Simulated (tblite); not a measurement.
Record of a relaxation.

C₆H₆P₂.
Bonds: C1–C2 (double), C2–C3, C3–P4 (aromatic), P4–C5 (aromatic), C5–C6 (aromatic), C6–C7 (aromatic), C7–P8 (aromatic), C3–P8 (aromatic). Hydrogens: H9, H10 on C1; H11 on C2; H12 on C5; H13 on C6; H14 on C7.

Computed with GFN2-xTB (tblite), gas phase: L-BFGS steps from a force-field or distance-geometry start until the largest atomic force falls under 0.01 eV/Å. 13 of its 31 geometries are shown.

Step 0: E = -566.4594 eV, largest atomic force 3.447 eV/Å
```
atom  x, y, z in Å  |  force x, y, z in eV/Å
C1      2.989   -0.377    0.530   -0.553   0.121  -0.105
C2      2.224    0.617    0.058    0.359  -1.017   0.483
C3      0.804    0.373   -0.032   -2.090   0.516  -0.500
P4     -0.007   -1.095    0.396    1.159  -2.996   1.251
C5     -1.728   -1.186    0.214   -0.128   0.928  -0.417
C6     -2.528   -0.167   -0.277   -0.192  -0.217   0.139
C7     -2.038    1.068   -0.669   -0.065  -0.955   0.345
P8     -0.358    1.541   -0.613    0.237   2.843  -1.017
H9      2.471   -1.294    0.803    0.501   0.077   0.032
H10     4.052   -0.300    0.650    0.042  -0.039   0.001
H11     2.696    1.544   -0.217   -0.462   0.282  -0.183
H12    -2.187   -2.135    0.498    0.378   0.282  -0.036
H13    -3.596   -0.359   -0.334    0.049   0.102  -0.069
H14    -2.796    1.771   -1.030    0.765   0.073   0.075
```

Step 2: E = -566.9995 eV, largest atomic force 1.340 eV/Å
```
atom  x, y, z in Å  |  force x, y, z in eV/Å
C1      2.987   -0.388    0.535   -0.806   0.969  -0.454
C2      2.207    0.601    0.064   -0.679  -0.768   0.227
C3      0.723    0.384   -0.049   -0.333  -0.224   0.020
P4      0.033   -1.202    0.441   -0.129   0.365  -0.144
C5     -1.713   -1.169    0.207    0.715  -0.324   0.182
C6     -2.537   -0.171   -0.273    0.794   0.012   0.127
C7     -2.030    1.046   -0.660    0.520   0.523  -0.106
P8     -0.356    1.649   -0.653   -0.178  -0.075  -0.014
H9      2.492   -1.295    0.806    0.203  -0.474   0.200
H10     4.048   -0.302    0.650    0.111   0.022  -0.007
H11     2.671    1.548   -0.223   -0.599  -0.210  -0.009
H12    -2.170   -2.118    0.495    0.124   0.180  -0.038
H13    -3.596   -0.356   -0.337   -0.139   0.001  -0.036
H14    -2.760    1.772   -1.026    0.396   0.006   0.051
```

Step 5: E = -567.2143 eV, largest atomic force 0.937 eV/Å
```
atom  x, y, z in Å  |  force x, y, z in eV/Å
C1      2.943   -0.364    0.522    0.053  -0.570   0.223
C2      2.111    0.572    0.066    0.094   0.112  -0.047
C3      0.650    0.369   -0.055    0.151   0.067   0.013
P4      0.053   -1.212    0.448    0.157   0.010   0.011
C5     -1.657   -1.179    0.214   -0.412   0.179  -0.102
C6     -2.474   -0.167   -0.263   -0.070   0.105  -0.075
C7     -1.981    1.067   -0.658   -0.168  -0.178   0.054
P8     -0.355    1.684   -0.668    0.385  -0.221   0.118
H9      2.533   -1.326    0.823    0.170   0.115  -0.016
H10     4.028   -0.293    0.642   -0.635   0.336  -0.213
H11     2.580    1.516   -0.224   -0.645  -0.059  -0.054
H12    -2.150   -2.100    0.492    0.013  -0.172   0.062
H13    -3.571   -0.348   -0.339    0.924   0.139   0.072
H14    -2.709    1.780   -1.022   -0.016   0.136  -0.045
```

Step 8: E = -567.3219 eV, largest atomic force 0.348 eV/Å
```
atom  x, y, z in Å  |  force x, y, z in eV/Å
C1      2.906   -0.380    0.524   -0.017   0.023  -0.019
C2      2.063    0.546    0.070    0.199  -0.090   0.041
C3      0.623    0.357   -0.054    0.118  -0.195   0.100
P4      0.065   -1.220    0.452   -0.143  -0.292   0.087
C5     -1.644   -1.180    0.216    0.006  -0.095   0.056
C6     -2.427   -0.152   -0.262    0.128   0.058  -0.023
C7     -1.955    1.079   -0.657    0.086   0.175  -0.066
P8     -0.328    1.686   -0.668    0.073   0.046  -0.008
H9      2.569   -1.349    0.836   -0.168  -0.207   0.062
H10     3.967   -0.250    0.617    0.104   0.317  -0.100
H11     2.463    1.500   -0.233   -0.059   0.257  -0.094
H12    -2.137   -2.102    0.496   -0.072  -0.052   0.001
H13    -3.488   -0.333   -0.336   -0.182   0.012  -0.022
H14    -2.678    1.798   -1.023   -0.073   0.042  -0.014
```

Step 10: E = -567.3417 eV, largest atomic force 0.219 eV/Å
```
atom  x, y, z in Å  |  force x, y, z in eV/Å
C1      2.903   -0.388    0.527    0.086   0.091  -0.030
C2      2.067    0.541    0.071   -0.143   0.036  -0.033
C3      0.628    0.344   -0.047   -0.081  -0.173   0.050
P4      0.059   -1.239    0.458    0.025  -0.055   0.028
C5     -1.646   -1.184    0.219    0.027  -0.038   0.020
C6     -2.414   -0.146   -0.265   -0.014   0.018  -0.006
C7     -1.948    1.090   -0.661    0.089   0.046  -0.018
P8     -0.315    1.685   -0.666    0.079  -0.115   0.056
H9      2.565   -1.362    0.841   -0.037   0.014  -0.005
H10     3.959   -0.221    0.604    0.184   0.118  -0.017
H11     2.436    1.512   -0.240    0.024  -0.023   0.014
H12    -2.141   -2.108    0.497   -0.111   0.028  -0.029
H13    -3.477   -0.328   -0.336   -0.148   0.052  -0.038
H14    -2.678    1.804   -1.024    0.020   0.001   0.009
```

Step 12: E = -567.3496 eV, largest atomic force 0.251 eV/Å
```
atom  x, y, z in Å  |  force x, y, z in eV/Å
C1      2.908   -0.386    0.526    0.066   0.073  -0.021
C2      2.064    0.539    0.070   -0.028  -0.034   0.014
C3      0.626    0.328   -0.042   -0.019  -0.049   0.008
P4      0.058   -1.252    0.463   -0.017  -0.043   0.019
C5     -1.647   -1.187    0.220   -0.063   0.037  -0.028
C6     -2.411   -0.143   -0.266   -0.065  -0.009   0.001
C7     -1.941    1.095   -0.663   -0.023  -0.101   0.031
P8     -0.304    1.678   -0.663    0.012  -0.110   0.044
H9      2.562   -1.364    0.842    0.114   0.214  -0.063
H10     3.966   -0.202    0.598    0.000   0.010  -0.004
H11     2.428    1.516   -0.242   -0.028  -0.122   0.040
H12    -2.150   -2.108    0.495   -0.093   0.058  -0.034
H13    -3.481   -0.322   -0.338    0.056   0.082  -0.025
H14    -2.677    1.807   -1.024    0.090  -0.006   0.016
```

Step 15: E = -567.3647 eV, largest atomic force 0.202 eV/Å
```
atom  x, y, z in Å  |  force x, y, z in eV/Å
C1      2.925   -0.367    0.520    0.017   0.004   0.013
C2      2.051    0.529    0.072    0.120  -0.034   0.031
C3      0.619    0.288   -0.029    0.079   0.058  -0.011
P4      0.048   -1.287    0.476   -0.115  -0.017  -0.007
C5     -1.657   -1.189    0.220   -0.091  -0.011  -0.017
C6     -2.410   -0.138   -0.268   -0.020  -0.031   0.006
C7     -1.927    1.093   -0.663   -0.047  -0.060   0.035
P8     -0.285    1.649   -0.649   -0.090   0.042  -0.032
H9      2.577   -1.340    0.836    0.201   0.014   0.015
H10     3.980   -0.160    0.585   -0.060  -0.039   0.003
H11     2.401    1.506   -0.241   -0.072   0.039  -0.029
H12    -2.183   -2.099    0.487   -0.061   0.002  -0.005
H13    -3.482   -0.298   -0.347    0.048   0.011   0.001
H14    -2.657    1.812   -1.022    0.089   0.023  -0.003
```

Step 18: E = -567.3721 eV, largest atomic force 0.182 eV/Å
```
atom  x, y, z in Å  |  force x, y, z in eV/Å
C1      2.936   -0.359    0.519    0.028  -0.018   0.013
C2      2.051    0.524    0.075   -0.078   0.046  -0.028
C3      0.622    0.275   -0.024   -0.065  -0.003  -0.003
P4      0.033   -1.300    0.480    0.048   0.086  -0.026
C5     -1.671   -1.194    0.219    0.002  -0.042   0.016
C6     -2.413   -0.139   -0.268   -0.040   0.013  -0.010
C7     -1.924    1.088   -0.659    0.042   0.059  -0.012
P8     -0.283    1.638   -0.646    0.064   0.003   0.005
H9      2.611   -1.333    0.838    0.080  -0.151   0.064
H10     3.984   -0.143    0.579    0.132   0.031   0.006
H11     2.378    1.506   -0.245    0.002   0.046  -0.020
H12    -2.207   -2.096    0.483   -0.052  -0.058   0.014
H13    -3.481   -0.286   -0.352   -0.139  -0.040  -0.005
H14    -2.637    1.818   -1.021   -0.025   0.027  -0.015
```

Step 20: E = -567.3766 eV, largest atomic force 0.075 eV/Å
```
atom  x, y, z in Å  |  force x, y, z in eV/Å
C1      2.948   -0.353    0.520    0.022  -0.016   0.001
C2      2.052    0.522    0.076   -0.052  -0.026   0.001
C3      0.622    0.267   -0.020   -0.039  -0.006   0.001
P4      0.022   -1.305    0.481    0.043   0.044  -0.012
C5     -1.684   -1.200    0.218    0.007   0.017   0.002
C6     -2.420   -0.139   -0.269   -0.038   0.028  -0.011
C7     -1.921    1.087   -0.656    0.012   0.037  -0.023
P8     -0.280    1.632   -0.644    0.056   0.000   0.009
H9      2.645   -1.337    0.843    0.031  -0.030   0.017
H10     3.997   -0.131    0.576    0.044   0.055  -0.011
H11     2.363    1.511   -0.249    0.024  -0.063   0.026
H12    -2.231   -2.099    0.480    0.024  -0.022   0.007
H13    -3.490   -0.280   -0.355   -0.071  -0.023  -0.003
H14    -2.624    1.825   -1.022   -0.064   0.004  -0.006
```

Step 22: E = -567.3778 eV, largest atomic force 0.068 eV/Å
```
atom  x, y, z in Å  |  force x, y, z in eV/Å
C1      2.951   -0.353    0.520    0.011  -0.013   0.000
C2      2.051    0.520    0.076    0.025  -0.052   0.022
C3      0.620    0.266   -0.020    0.016   0.006   0.002
P4      0.022   -1.304    0.481   -0.033  -0.014   0.001
C5     -1.687   -1.200    0.218   -0.012   0.035  -0.009
C6     -2.424   -0.138   -0.270   -0.007   0.013  -0.003
C7     -1.921    1.088   -0.657   -0.029  -0.003  -0.010
P8     -0.277    1.632   -0.643   -0.029   0.015  -0.008
H9      2.653   -1.339    0.845    0.039   0.017   0.001
H10     4.002   -0.126    0.575   -0.032   0.042  -0.017
H11     2.363    1.509   -0.249    0.013  -0.062   0.024
H12    -2.234   -2.100    0.480    0.050   0.018  -0.004
H13    -3.497   -0.280   -0.356    0.018   0.003   0.000
H14    -2.625    1.826   -1.023   -0.030  -0.005   0.001
```

Step 25: E = -567.3798 eV, largest atomic force 0.062 eV/Å
```
atom  x, y, z in Å  |  force x, y, z in eV/Å
C1      2.959   -0.355    0.521   -0.010  -0.007   0.007
C2      2.050    0.508    0.080    0.017   0.006   0.000
C3      0.618    0.262   -0.018    0.002  -0.007  -0.001
P4      0.015   -1.305    0.480   -0.026  -0.026   0.008
C5     -1.693   -1.195    0.217    0.006   0.005  -0.004
C6     -2.430   -0.134   -0.272    0.018  -0.011   0.001
C7     -1.923    1.091   -0.659   -0.034  -0.013   0.009
P8     -0.276    1.631   -0.643   -0.060  -0.017  -0.001
H9      2.678   -1.343    0.850    0.025  -0.019   0.009
H10     4.006   -0.107    0.569   -0.023   0.010  -0.009
H11     2.360    1.496   -0.244    0.031   0.021  -0.004
H12    -2.233   -2.099    0.479    0.004   0.032  -0.010
H13    -3.503   -0.279   -0.358    0.041   0.026  -0.003
H14    -2.629    1.829   -1.023    0.008   0.000  -0.002
```

Step 28: E = -567.3803 eV, largest atomic force 0.026 eV/Å
```
atom  x, y, z in Å  |  force x, y, z in eV/Å
C1      2.962   -0.355    0.521   -0.009   0.001   0.001
C2      2.049    0.506    0.081   -0.014   0.010  -0.005
C3      0.618    0.259   -0.017   -0.005  -0.003  -0.001
P4      0.012   -1.308    0.481    0.026   0.002   0.004
C5     -1.695   -1.194    0.216    0.012  -0.007   0.001
C6     -2.431   -0.133   -0.272   -0.001   0.000  -0.001
C7     -1.925    1.091   -0.659    0.002   0.008   0.000
P8     -0.279    1.628   -0.642    0.014  -0.006   0.005
H9      2.689   -1.345    0.852    0.007  -0.008   0.003
H10     4.006   -0.100    0.566   -0.004   0.002  -0.003
H11     2.360    1.494   -0.244    0.015   0.000   0.002
H12    -2.236   -2.097    0.478   -0.017  -0.002   0.000
H13    -3.503   -0.275   -0.359   -0.012   0.000  -0.001
H14    -2.629    1.830   -1.024   -0.013   0.003  -0.005
```

Step 30: E = -567.3804 eV, largest atomic force 0.009 eV/Å
```
atom  x, y, z in Å  |  force x, y, z in eV/Å
C1      2.961   -0.355    0.521   -0.002   0.001   0.000
C2      2.049    0.506    0.081    0.001  -0.002   0.001
C3      0.618    0.259   -0.017    0.004   0.002  -0.001
P4      0.013   -1.308    0.482    0.003   0.000   0.001
C5     -1.694   -1.194    0.216    0.000  -0.003   0.000
C6     -2.431   -0.134   -0.272    0.001   0.001   0.000
C7     -1.926    1.091   -0.659    0.003   0.002   0.000
P8     -0.280    1.627   -0.642    0.007   0.006   0.000
H9      2.690   -1.346    0.852    0.003   0.005  -0.001
H10     4.005   -0.100    0.566   -0.007   0.000  -0.001
H11     2.363    1.494   -0.244    0.001  -0.005   0.002
H12    -2.236   -2.096    0.478   -0.008  -0.001   0.000
H13    -3.503   -0.275   -0.359   -0.001  -0.005   0.001
H14    -2.630    1.830   -1.024   -0.005  -0.002   0.000
```

Q: Summarise the path.

A: The energy falls by 88.86 kJ/mol from step 0 to step 30; nine tenths of that is first reached at step 7. It falls at every step. The largest force goes from 3.447 to 0.009 eV/Å. Among the bonds C3–P4 changes most, from 1.731 to 1.752 Å; the atoms move by 0.180 Å rms after alignment.

Q: Follow the three bonds and two angles with the largest change from start to end.

A: 
| step | E above end (kJ/mol) | largest force (eV/Å) | C3–P4 (Å) | C7–P8 (Å) | C2–C3 (Å) | P4–C3–P8 (°) | C3–P4–C5 (°) |
| --- | --- | --- | --- | --- | --- | --- | --- |
| 0 | 88.86 | 3.447 | 1.731 | 1.746 | 1.444 | 109.7 | 118.9 |
| 1 | 57.45 | 1.834 | 1.759 | 1.765 | 1.476 | 113.5 | 114.7 |
| 3 | 30.63 | 1.053 | 1.798 | 1.771 | 1.505 | 120.8 | 108.2 |
| 4 | 23.36 | 0.805 | 1.786 | 1.757 | 1.497 | 122.6 | 107.2 |
| 5 | 16.03 | 0.937 | 1.762 | 1.739 | 1.480 | 125.1 | 106.3 |
| 7 | 7.49 | 0.481 | 1.744 | 1.734 | 1.460 | 127.7 | 105.0 |
| 8 | 5.64 | 0.348 | 1.748 | 1.737 | 1.458 | 128.0 | 104.8 |
| 9 | 4.42 | 0.309 | 1.753 | 1.738 | 1.458 | 128.0 | 104.7 |
| 10 | 3.73 | 0.219 | 1.756 | 1.738 | 1.458 | 128.1 | 104.6 |
| 12 | 2.97 | 0.251 | 1.754 | 1.737 | 1.458 | 128.6 | 104.2 |
| 13 | 2.50 | 0.298 | 1.751 | 1.737 | 1.457 | 129.0 | 103.9 |
| 14 | 1.96 | 0.266 | 1.749 | 1.735 | 1.456 | 129.3 | 103.5 |
| 16 | 1.26 | 0.195 | 1.752 | 1.733 | 1.454 | 129.3 | 103.2 |
| 17 | 1.07 | 0.201 | 1.753 | 1.732 | 1.454 | 129.1 | 103.3 |
| 18 | 0.81 | 0.182 | 1.755 | 1.730 | 1.455 | 128.9 | 103.4 |
| 20 | 0.37 | 0.075 | 1.755 | 1.729 | 1.456 | 128.6 | 103.8 |
| 21 | 0.30 | 0.079 | 1.754 | 1.730 | 1.457 | 128.7 | 103.9 |
| 22 | 0.25 | 0.068 | 1.753 | 1.731 | 1.457 | 128.7 | 103.9 |
| 23 | 0.19 | 0.067 | 1.752 | 1.732 | 1.456 | 128.8 | 103.9 |
| 25 | 0.06 | 0.062 | 1.751 | 1.733 | 1.456 | 128.7 | 103.9 |
| 26 | 0.03 | 0.038 | 1.752 | 1.732 | 1.456 | 128.6 | 103.9 |
| 27 | 0.02 | 0.028 | 1.752 | 1.732 | 1.456 | 128.6 | 103.8 |
| 29 | 0.00 | 0.015 | 1.752 | 1.732 | 1.456 | 128.6 | 103.8 |
| 30 | 0.00 | 0.009 | 1.752 | 1.732 | 1.456 | 128.6 | 103.7 |

What follows is the cost of the whole relaxation. Time: 0.2 s of wall time. Hardware: Arm Neoverse V2, one thread (shared host).
